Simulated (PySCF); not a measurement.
The dipole of `CCC[C@H]1COC1=O` (alpha-propyl-beta-propiolactone) from its density and from atomic charges.

Coordinates (GFN2-xTB, Å) and charges (e) from the PBE0/pcSseg-1 density (PySCF):

```json
{"atom": "C1", "x": "2.640", "y": "-0.183", "z": "-0.075", "Mulliken": "-0.2541", "IAO": "-0.4169", "Hirshfeld": "-0.1146", "ESP-fitted": "-0.3733"}
{"atom": "C2", "x": "1.201", "y": "-0.678", "z": "-0.151", "Mulliken": "-0.2831", "IAO": "-0.2466", "Hirshfeld": "-0.0634", "ESP-fitted": "+0.2913"}
{"atom": "C3", "x": "0.221", "y": "0.487", "z": "-0.290", "Mulliken": "-0.1594", "IAO": "-0.2507", "Hirshfeld": "-0.0626", "ESP-fitted": "-0.1770"}
{"atom": "C4", "x": "-1.223", "y": "0.010", "z": "-0.366", "Mulliken": "-0.4914", "IAO": "-0.1965", "Hirshfeld": "-0.0347", "ESP-fitted": "-0.3124"}
{"atom": "C5", "x": "-1.901", "y": "-0.437", "z": "0.941", "Mulliken": "+0.1647", "IAO": "-0.0625", "Hirshfeld": "+0.0089", "ESP-fitted": "+0.0604"}
{"atom": "O6", "x": "-2.850", "y": "0.639", "z": "0.827", "Mulliken": "-0.4249", "IAO": "-0.3576", "Hirshfeld": "-0.1253", "ESP-fitted": "-0.4015"}
{"atom": "C7", "x": "-2.287", "y": "1.098", "z": "-0.319", "Mulliken": "+0.5683", "IAO": "+0.5337", "Hirshfeld": "+0.2038", "ESP-fitted": "+0.7610"}
{"atom": "O8", "x": "-2.581", "y": "2.041", "z": "-0.977", "Mulliken": "-0.3644", "IAO": "-0.4171", "Hirshfeld": "-0.2582", "ESP-fitted": "-0.5232"}
{"atom": "H9", "x": "3.326", "y": "-1.018", "z": "0.035", "Mulliken": "+0.1189", "IAO": "+0.1442", "Hirshfeld": "+0.0431", "ESP-fitted": "+0.0884"}
{"atom": "H10", "x": "2.902", "y": "0.362", "z": "-0.979", "Mulliken": "+0.1135", "IAO": "+0.1398", "Hirshfeld": "+0.0420", "ESP-fitted": "+0.0894"}
{"atom": "H11", "x": "2.770", "y": "0.484", "z": "0.775", "Mulliken": "+0.1111", "IAO": "+0.1384", "Hirshfeld": "+0.0409", "ESP-fitted": "+0.0865"}
{"atom": "H12", "x": "0.962", "y": "-1.248", "z": "0.750", "Mulliken": "+0.1169", "IAO": "+0.1263", "Hirshfeld": "+0.0358", "ESP-fitted": "-0.0517"}
{"atom": "H13", "x": "1.090", "y": "-1.349", "z": "-1.005", "Mulliken": "+0.1199", "IAO": "+0.1312", "Hirshfeld": "+0.0383", "ESP-fitted": "-0.0262"}
{"atom": "H14", "x": "0.444", "y": "1.051", "z": "-1.197", "Mulliken": "+0.1413", "IAO": "+0.1471", "Hirshfeld": "+0.0465", "ESP-fitted": "+0.0776"}
{"atom": "H15", "x": "0.335", "y": "1.165", "z": "0.559", "Mulliken": "+0.1162", "IAO": "+0.1325", "Hirshfeld": "+0.0405", "ESP-fitted": "+0.0857"}
{"atom": "H16", "x": "-1.356", "y": "-0.683", "z": "-1.198", "Mulliken": "+0.1536", "IAO": "+0.1578", "Hirshfeld": "+0.0548", "ESP-fitted": "+0.1340"}
{"atom": "H17", "x": "-2.401", "y": "-1.406", "z": "0.927", "Mulliken": "+0.1300", "IAO": "+0.1514", "Hirshfeld": "+0.0527", "ESP-fitted": "+0.0814"}
{"atom": "H18", "x": "-1.301", "y": "-0.331", "z": "1.845", "Mulliken": "+0.1230", "IAO": "+0.1455", "Hirshfeld": "+0.0512", "ESP-fitted": "+0.1096"}
```

Question: Form Σ q r in debye for every column and set it beside the full dipole.

Answer: The full density gives (2.87, -3.38, 0.85) D, 4.52 D in size; dipole vectors point from the negative to the positive end.

```tsv
scheme	μx	μy	μz	size (D)	share of the full size (%)	angle to the full dipole (°)
Mulliken	3.80	-3.29	1.30	5.20	115	9
IAO	3.16	-3.70	0.73	4.92	109	2
Hirshfeld	1.98	-2.36	0.80	3.18	70	4
ESP-fitted	2.91	-3.41	0.89	4.57	101	0
```

Question: Which set comes closest?

Answer: Length of the difference vector: ESP-fitted 0.06 D, IAO 0.45 D, Mulliken 1.04 D, Hirshfeld 1.36 D. Closest: ESP-fitted. ESP charges are fitted to the potential around the molecule, whose slowest-falling term is the dipole's. 

Question: What is left for the Hirshfeld atoms' own dipoles?

Answer: The shares of the density sum to the whole, so what Σ q r misses lies in dipoles about the nuclei. The atomic dipoles sum to (2.87, -3.38, 0.85) − (1.98, -2.36, 0.80) = (0.89, -1.02, 0.05) D, 1.36 D in size.

Question: With the origin at the mean of the coordinates, (0.000, 0.000, 0.006) Å, which are the largest single terms, by size, of the Hirshfeld dipole along the direction of the full one?

Answer: O8 +4.16, C7 -2.29, O6 +1.29, C1 -0.99, H9 +0.60 D; all 18 atoms together +3.18 D. The single terms depend on the origin, their sum doesn't.

Question: Give the size of the full dipole in other units.

Answer: 4.52 D = 1.777 au = 0.941 e·Å = 15.07 × 10⁻³⁰ C·m.

Isolated species at its GFN2-xTB geometry (one conformer only).

Shape of the structure used: `[CH3:1][CH2:2][CH2:3][C@H:4]1[CH2:5][O:6][C:7]1=[O:8]`: C1–C2–C3–C4 180°, C2–C3–C4–C5 77°.
